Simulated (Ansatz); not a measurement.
Zn5O5H18 was relaxed with PBE-D4 (def2-SVP) in Ansatz in these states: charge +1 doublet, neutral singlet. The geometries follow in no particular order.

A:

```xyz
28

Zn    2.9028   -0.5940   -1.0063
Zn    1.5343    1.8909    2.7298
Zn   -0.7246   -0.9051   -1.4551
Zn   -3.9546   -1.5657    1.5393
Zn    1.0012    0.9455   -2.2156
O     1.0288   -0.4935   -0.4538
O     0.4278    1.8341    0.8290
O     3.7789    0.1650    0.5893
O    -1.7344    0.6069   -0.3366
O    -3.6663   -2.4572   -0.3247
H     3.8515   -1.4916   -1.9364
H     2.6081    0.1500   -2.5510
H     0.5454    1.8428    3.9112
H     2.9329    1.8907    1.9224
H    -1.4356   -2.3013   -1.5063
H    -0.2293    0.0503   -2.8750
H    -2.8838   -0.3455    1.3956
H    -5.0318   -2.2880    2.3843
H     1.3513    2.3929   -1.6760
H     0.8718    0.1547    0.2811
H    -0.5214    1.6342    0.6008
H     0.7996    2.2439    0.0035
H     4.7492    0.2199    0.6827
H     3.3649    0.8891    1.2186
H    -2.3222    0.1303    0.4367
H    -2.3928    1.1292   -0.8419
H    -2.8019   -2.3956   -0.8244
H    -4.0497   -3.3328   -0.5209
```

B:

Cartesian coordinates in Å:
```
Zn -0.831 -0.664 3.210
Zn 3.512 -1.749 1.067
Zn -1.363 0.975 -0.040
Zn -0.964 2.370 -4.312
Zn -1.349 -1.527 0.750
O -0.242 0.262 1.471
O 1.802 -1.066 0.025
O 1.054 -1.557 3.403
O 0.005 0.249 -1.571
O -1.709 3.301 -2.609
H -1.324 -0.053 4.560
H -1.801 -1.902 2.297
H 4.788 -1.030 0.538
H 2.698 -2.756 2.016
H -1.708 2.499 -0.298
H -2.420 -0.397 -0.049
H 0.077 1.312 -3.702
H -1.668 3.020 -5.541
H -0.361 -2.330 -0.249
H 0.697 0.085 1.241
H 1.623 -0.431 -0.712
H 0.980 -1.658 0.001
H 1.382 -1.723 4.305
H 1.696 -2.039 2.783
H -0.010 0.742 -2.476
H -0.338 -0.654 -1.758
H -1.686 2.917 -1.671
H -2.541 3.803 -2.677
```

Judge from the bond lengths which geometry belongs to which state (an estimate).

A is the charge +1 doublet (Zn5–H12 1.824 Å, Zn1–O8 1.972 Å, Zn1–O6 1.956 Å); B is the neutral singlet (Zn5–H12 1.654 Å, Zn1–O8 2.095 Å, Zn1–O6 2.057 Å).

In the charge 1 doublet, H17 and H25 lie 1.21 Å apart, H14 and H24 lie 1.30 Å apart (atoms count from 1), so these atoms are partly bonded to each other.
